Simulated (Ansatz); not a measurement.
Consider the substitution at a C–C bond: `O=CC[SiH](O)Cl` + `SS` → `O=CSS` + `C[SiH](O)Cl`.

Computed with Ansatz on PBE0-D4/def2-TZVP structures; ΔE is electronic, products minus reactants. CBS: MP2 limit from def2 TZ/QZ plus the TZ coupled-cluster correction, frozen cores. This one scheme is used for every species. Functionals use def2-TZVPP. One conformer a species, not always the lowest.

CCSD(T)/CBS gives -22.2 kJ/mol.

Task: Another level gave -14.9 kJ/mol. Which?
A. HF/def2-TZVPP
B. PBE0/def2-TZVPP
C. r2SCAN/def2-TZVPP
D. CCSD/def2-TZVPP

Result: D. CCSD/def2-TZVPP -14.9, PBE0 -28.2, r2SCAN -36.7, HF/def2-TZVPP -6.0 kJ/mol.

Largest T1 diagnostic among the species: 0.017.

From PBE to PBE0 (25 % exact exchange), in def2-TZVPP and without D4, ΔE moves by +10.5 kJ/mol. In def2-TZVPP, CCSD(T) changes the Hartree–Fock value by −14.6 kJ/mol (the triples alone add −5.7 kJ/mol) and MP2 by −20.1 kJ/mol.
